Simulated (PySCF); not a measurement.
CH3N2S, SMILES [NH]C(N)=S (connectivity only; charge and spin as stated), charge -1, multiplicity 1.

Coordinates come from a PBE-D3(BJ)/def2-SVPD optimisation. The spin state was assumed, not searched. The isomer is the one that the SMILES or the coordinates give; other isomers of the formula were not compared. The values are those of a single conformer.

Calculation: PBE-D3(BJ)/def2-SVPD (PySCF).

Frequencies are harmonic and unscaled.

Task: Estimate the vibrational spectrum. (Estimate from the structure and the level; the computed values follow.)

Result: 
| mode | ν (cm⁻¹) | IR (km/mol) | moving atoms (share of kinetic energy) |
|---|---|---|---|
| 1 | 360 | 9.2 | H 51 %, N 26 %, S 14 %, C 8 % |
| 2 | 407 | 17.4 | H 54 %, N 30 %, S 9 % |
| 3 | 464 | 8.4 | N 44 %, S 31 %, H 24 % |
| 4 | 520 | 157.4 | H 65 %, C 23 %, N 10 % |
| 5 | 657 | 76.0 | C 55 %, N 25 %, H 18 % |
| 6 | 683 | 40.7 | N 35 %, C 26 %, S 22 %, H 17 % |
| 7 | 767 | 34.1 | H 90 %, N 9 % |
| 8 | 1029 | 70.7 | H 42 %, N 34 %, C 24 % |
| 9 | 1098 | 73.6 | H 73 %, N 26 % |
| 10 | 1282 | 182.9 | H 50 %, C 36 %, N 13 % |
| 11 | 1497 | 109.0 | H 73 %, N 16 %, C 11 % |
| 12 | 1552 | 272.9 | C 55 %, N 30 %, H 16 % |
| 13 | 3433 | 15.1 | H 96 % |
| 14 | 3443 | 4.8 | H 93 % |
| 15 | 3578 | 6.7 | H 91 %, N 9 % |
